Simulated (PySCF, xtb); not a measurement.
Te(SH)(SeH) (H2SSeTe), SMILES S[Te][SeH].

Geometry: PBE0-D3(BJ)/def2-SVP. The def2 effective core potentials stand for the cores of Te; spin–orbit coupling is left out. The values are those of a single conformer.

Level of theory: C-PCM-M06-2X/def2-SVP (PySCF).

The values are the electrostatic part of the solvation free energy, E(continuum) − E(gas) at the gas-phase geometry, in a cavity of scaled van der Waals radii (PySCF's table); cavitation and dispersion terms are not included. In vacuum the orbital gap is 6.72 eV. The dipole moment in vacuum is 1.87 D.

Question: Estimate the values in water (ε = 78.36), diethylether (ε = 4.24), methanol (ε = 32.61). (Estimate from the structure and the level; the computed values follow.)

Answer: 
| solvent | ε | ΔG(elec) (kcal/mol) | dipole (D) | gap (eV) |
|---|---|---|---|---|
| water | 78.36 | -3.9 | 2.66 | 6.75 |
| diethylether | 4.24 | -2.9 | 2.43 | 6.75 |
| methanol | 32.61 | -3.8 | 2.64 | 6.75 |

For comparison, GFN2-xTB/ALPB(water) (xtb, at the GFN2-xTB geometry, all terms of that model) gives -2.8 kcal/mol.
